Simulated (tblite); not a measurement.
C₄H₁₀GeO.
Numbering: `[CH3:1]/[CH:2]=[C:3](\[CH3:4])[O:5][GeH3:6]` (hydrogens: H7, H8, H9 on C1; H10 on C2; H11, H12, H13 on C4; H14, H15, H16 on Ge6)

Structure used (GFN2-xTB), in Å, numbered top down from 1:
```xyz
16
C4H10GeO angstrom
C     -2.1050    0.7354    0.2909
C     -0.6138    0.6562    0.2073
C      0.0867   -0.4715    0.2332
C     -0.5226   -1.8408    0.3432
O      1.4498   -0.5168    0.1562
Ge     2.5854    0.8042   -0.0120
H     -2.5701   -0.1358   -0.1638
H     -2.4313    0.7900    1.3312
H     -2.4639    1.6273   -0.2176
H     -0.0773    1.5973    0.1406
H     -1.0398   -2.1046   -0.5788
H      0.2660   -2.5677    0.5180
H     -1.2361   -1.8799    1.1631
H      3.8571    0.0323   -0.0487
H      2.3147    1.5616   -1.2805
H      2.4926    1.7219    1.1738
```

Level: GFN2-xTB in tblite, geometry and Hessian alike; calculated harmonic values, unscaled, isolated species. Against measured fundamentals such values can be off by several per cent, at times by over 20. Modes of hydrogen on germanium can be 10 to 20 % off. One conformer, not necessarily the lowest. The optimisation stopped once no atom felt more than 0.01 eV/Å.

Lowest wavenumbers of the output (negative numbers stand for imaginary wavenumbers):
```
mode    cm-1
  1     -31.0
  2      70.3
  3      88.9
  4     117.0
  5     156.7
  6     263.0
  7     264.4
  8     313.0
  9     478.2
 10     501.6
```

Q: Is this structure a minimum?

A: Not by this Hessian. 1 mode is imaginary beyond 20i (31i cm⁻¹), so at this level the point lies at or near a first-order saddle. The curvature is small, so loose convergence or finite differences may be the whole cause.

Q: Which atoms move in the imaginary mode?

A: 31i: H8 (methyl hydrogen) 38 %, H7 (methyl hydrogen) 28 %, H9 (methyl hydrogen) 25 %. These are shares of the mass-weighted motion.

Q: What is the remedy?

A: Step along that mode in both directions, optimise again with tighter thresholds and repeat the frequencies. The zero-point energy of this point (76.4 kcal/mol) counts the 41 real modes alone, and thermal corrections from it aren't those of a minimum.

Hardware: Arm Neoverse N1, one thread, no GPU, shared host with 64 logical CPUs at a one-minute load of 45. Cost: 0.69 s. This covers the Hessian and the dipole derivatives.
